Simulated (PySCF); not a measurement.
SMILES C[Si](CCBr)(C)C (C5H13BrSi) (GFN2-xTB optimised geometry):

```
20

C      1.556    -0.723     0.000
Si    -0.348    -0.723     0.000
C     -0.992    -1.532    -1.601
C     -1.031    -1.665     1.512
C     -1.022     1.085     0.000
C     -1.288     1.663     1.372
Br     0.334     1.763     2.455
H      1.951    -0.161    -0.842
H      1.939    -1.736    -0.077
H      1.965    -0.286     0.906
H     -2.076    -1.585    -1.621
H     -0.673    -0.982    -2.481
H     -0.614    -2.544    -1.694
H     -0.637    -1.270     2.443
H     -0.755    -2.713     1.464
H     -2.116    -1.618     1.560
H     -0.326     1.736    -0.532
H     -1.965     1.126    -0.549
H     -1.666     2.685     1.323
H     -1.983     1.046     1.940
```

Method: CAM-B3LYP/def2-SVP in PySCF.

Task: What are the frontier orbital energies and the dipole moment?

Result: HOMO-2 -9.61 eV, HOMO-1 -9.02 eV, HOMO -8.95 eV, LUMO 1.63 eV, LUMO+1 2.39 eV; dipole moment 1.72 D.

Meta-Löwdin charges at CAM-B3LYP/def2-SVP: C1 -0.54, Si2 0.91, C3 -0.55, C4 -0.55, C5 -0.41, C6 -0.13, Br7 -0.13, H8 0.11, H9 0.10, H10 0.12, H11 0.10, H12 0.11, H13 0.11, H14 0.11, H15 0.11, H16 0.10, H17 0.10, H18 0.10, H19 0.11, H20 0.11.
